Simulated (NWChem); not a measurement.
# RbCl; SMILES [Cl][Rb]

```xyz
2

Rb     0.0000     0.0000    -0.9031
Cl     0.0000     0.0000     1.9115
```
Atoms are numbered in this order, from 1.

All runs use the structure optimised with PBE0/def2-SVP. def2 effective core potentials on Rb; no spin-orbit coupling.

**Question.** List the 4 lowest vertical singlet excitations from CAM-B3LYP/def2-SVPD with def2 effective core potentials on Rb, TDA (NWChem).

**Answer.** 
| state | energy (eV) | oscillator strength | leading excitation (squared amplitude) |
|---|---|---|---|
| S1 | 4.17 | 0.014 | HOMO → LUMO (0.89) |
| S2 | 4.17 | 0.014 | HOMO−1 → LUMO (0.89) |
| S3 | 4.41 | 0.086 | HOMO−2 → LUMO (0.90) |
| S4 | 5.65 | 0.000 | HOMO−1 → LUMO+2 (0.23) |
